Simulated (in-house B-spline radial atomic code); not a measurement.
Ionisation energies along the 15-electron series, configuration [Ne] 3s2 3p3, as differences of self-consistent energies. Dirac energy differences include first-order Breit, QED and recoil terms. NIST's values go from ground level to ground level; the uncertainty of those that are theory runs from under 0.1 % in few-electron ions to several per cent in heavy many-electron ones. Computed with an all-electron radial atomic-structure program (B-spline basis): Dirac-Hartree-Fock, average of the configuration, finite nuclei.

| ion | configuration after | ionisation energy (eV) | IE/(q+1)² (eV) | Breit and QED recoil part (eV) | tabulated value (eV) | computed minus tabulated (eV) |
| --- | --- | --- | --- | --- | --- | --- |
| Pr44+ | [Ne] 3s2 3p2 | 3553.4 | 1.7548 | -3.3317 | 3512 | 41 |
| Nd45+ | [Ne] 3s2 3p2 | 3706.7 | 1.7518 | -3.548 | 3662 | 45 |
| Pm46+ | [Ne] 3s2 3p2 | 3863.5 | 1.749 | -3.7739 | 3816 | 48 |
| Sm47+ | [Ne] 3s2 3p2 | 4023.8 | 1.7464 | -4.0097 | 3971 | 53 |
| Eu48+ | [Ne] 3s2 3p2 | ? | ? | ? | ? | ? |
| Gd49+ | [Ne] 3s2 3p2 | 4354.6 | 1.7419 | -4.5127 | 4294 | 61 |
| Tb50+ | [Ne] 3s2 3p2 | 4525.3 | 1.7398 | -4.7806 | 4460 | 65 |
| Dy51+ | [Ne] 3s2 3p2 | 4699.5 | 1.738 | -5.0595 | 4629 | 71 |
| Ho52+ | [Ne] 3s2 3p2 | 4877.3 | 1.7363 | -5.35 | 4802 | 75 |
| Er53+ | [Ne] 3s2 3p2 | ? | ? | ? | ? | ? |
| Tm54+ | [Ne] 3s2 3p2 | 5243.6 | 1.7334 | -5.9671 | 5157 | 87 |
| Yb55+ | [Ne] 3s2 3p2 | 5432.1 | 1.7322 | -6.2942 | 5339 | 93 |
| Lu56+ | [Ne] 3s2 3p2 | ? | ? | ? | ? | ? |
| Hf57+ | [Ne] 3s2 3p2 | 5820.2 | 1.7301 | -6.9876 | 5713 | 107 |
| Ta58+ | [Ne] 3s2 3p2 | 6019.8 | 1.7293 | -7.3547 | 5907 | 113 |
| W59+ | [Ne] 3s2 3p2 | 6223.1 | 1.7286 | -7.7358 | 6093 | 130 |
| Re60+ | [Ne] 3s2 3p2 | 6430.1 | 1.7281 | -8.1314 | 6300 | 130 |
| Os61+ | [Ne] 3s2 3p2 | 6641.0 | 1.7276 | -8.5418 | 6503 | 138 |
| Ir62+ | [Ne] 3s2 3p2 | 6855.6 | 1.7273 | -8.9677 | 6708 | 148 |
| Pt63+ | [Ne] 3s2 3p2 | 7074.1 | 1.7271 | -9.4093 | 6918 | 156 |
| Au64+ | [Ne] 3s2 3p2 | 7296.5 | 1.727 | -9.8672 | 7130 | 167 |
| Hg65+ | [Ne] 3s2 3p2 | 7522.8 | 1.727 | -10.342 | 7350 | 173 |
| Tl66+ | [Ne] 3s2 3p2 | 7753.1 | 1.7271 | -10.834 | 7570 | 183 |
| Pb67+ | [Ne] 3s2 3p2 | 7987.3 | 1.7274 | -11.343 | 7790 | 197 |

Task: Fill in the row of Eu48+.

Result: ionisation energy (eV): 4187.5; IE/(q+1)² (eV): 1.744; Breit and QED recoil part (eV): -4.256; tabulated value (eV): 4131; computed minus tabulated (eV): 56.

Task: Fill in the row of Er53+.

Result: ionisation energy (eV): 5058.7; IE/(q+1)² (eV): 1.7348; Breit and QED recoil part (eV): -5.6525; tabulated value (eV): 4978; computed minus tabulated (eV): 81.

Task: Fill in the row of Lu56+.

Result: ionisation energy (eV): 5624.3; IE/(q+1)² (eV): 1.7311; Breit and QED recoil part (eV): -6.6343; tabulated value (eV): 5525; computed minus tabulated (eV): 99.

Where a p, d or f electron is removed, the computed value is a mean over both j, so it misses the tabulated one by a part of the spin-orbit splitting; averaging over terms and missing correlation add to the gap, relatively most at low charge.
